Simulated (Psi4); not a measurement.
Psi4 input (wB97X-D/6-31G*):

```
memory 1500 MB

molecule {
0 2
C    -1.58722249   -0.80952914   -0.38908962
C    -0.48787175    0.05899575    0.21979378
C    -0.42384481    1.43919865   -0.42801241
C     0.86316285   -0.65570489    0.11768014
O     1.92475347   -0.02209898    0.68583766
H    -2.56300861   -0.33247512   -0.28641935
H    -1.64188098   -1.78829026    0.09315440
H    -1.40967196   -0.97163039   -1.45621544
H    -0.69486554    0.18551367    1.28812278
H    -0.25903882    1.35279358   -1.50626041
H     0.39196110    2.02755006   -0.00737432
H    -1.35544788    1.98720571   -0.27682986
H     0.80810495   -1.69410506    0.49404897
H     1.14047726   -0.78753250   -0.95115926
symmetry c1
no_reorient
no_com
}

set {
  basis 6-31G*
  reference uks
  scf_type pk
  dft_radial_points 99
  dft_spherical_points 590
  e_convergence 1e-8
  d_convergence 1e-7
  maxiter 150
}

e = energy('wb97x-d')
print_out(f'\nFINAL {e:.10f} DIPOLE {variable("CURRENT DIPOLE")[0]:.6f} {variable("CURRENT DIPOLE")[1]:.6f} {variable("CURRENT DIPOLE")[2]:.6f}\n')
```

From the output:

```
      42A      0.785721    43A      0.800522    44A      0.823506
      45A      0.848495    46A      0.917594    47A      0.942319
      48A      0.966877    49A      0.980272    50A      0.995716
      51A      0.996834    52A      1.007207    53A      1.025684
      54A      1.034804    55A      1.070808    56A      1.073935
      57A      1.085453    58A      1.170923    59A      1.180831
      60A      1.419630    61A      1.475961    62A      1.483030
      63A      1.535031    64A      1.670311    65A      1.680877
      66A      1.755313    67A      1.814537    68A      1.875814
      69A      1.888865    70A      1.951290    71A      2.005332
      72A      2.049860    73A      2.058663    74A      2.093064
      75A      2.129739    76A      2.199257    77A      2.267576
      78A      2.331086    79A      2.336988    80A      2.353855
      81A      2.413662    82A      2.490301    83A      2.582627
      84A      2.607692    85A      2.635866    86A      2.797909
      87A      2.876759    88A      2.983145    89A      3.846058
      90A      4.257394    91A      4.386327    92A      4.414325
      93A      4.659710

    Final Occupation by Irrep:
              A
    DOCC [    20 ]
    SOCC [     1 ]
    NA   [    21 ]
    NB   [    20 ]

  @UKS Final Energy:  -232.92626266352534

   => Energetics <=

    Nuclear Repulsion Energy =            183.5170347813115086
    One-Electron Energy =                -678.0504748932363555
    Two-Electron Energy =                 284.5709202689669723
    DFT Exchange-Correlation Energy =     -22.9568991302587904
    Empirical Dispersion Energy =          -0.0068436903086760
    VV10 Nonlocal Energy =                  0.0000000000000000
    Total Energy =                       -232.9262626635253355

  UHF NO Occupations:
  HONO-2 :   19  A 1.9994633
  HONO-1 :   20  A 1.9993145
  HONO-0 :   21  A 1.0000000
  LUNO+0 :   22  A 0.0006855
  LUNO+1 :   23  A 0.0005367
  LUNO+2 :   24  A 0.0002061
  LUNO+3 :   25  A 0.0001819

Computation Completed

Properties will be evaluated at   0.000000,   0.000000,   0.000000 [a0]

Properties computed using the SCF density matrix

 Multipole Moments:

 ------------------------------------------------------------------------------------
     Multipole            Electronic (a.u.)      Nuclear  (a.u.)        Total (a.u.)
 ------------------------------------------------------------------------------------

 L = 1.  Multiply by 2.5417464519 to convert [e a0] to [Debye]
 Dipole X            :         -0.6236564            0.0000002           -0.6236562
 Dipole Y            :         -0.3152143            0.0000001           -0.3152142
 Dipole Z            :         -0.3214447            0.0000002           -0.3214445
 Magnitude           :                                                    0.7691772

 ------------------------------------------------------------------------------------

FINAL -232.9262626635 DIPOLE -0.623656 -0.315214 -0.321444

*** Psi4 exiting successfully. Buy a developer a beer!
```

The geometry given is a B3LYP-D3(BJ)/def2-TZVP minimum.
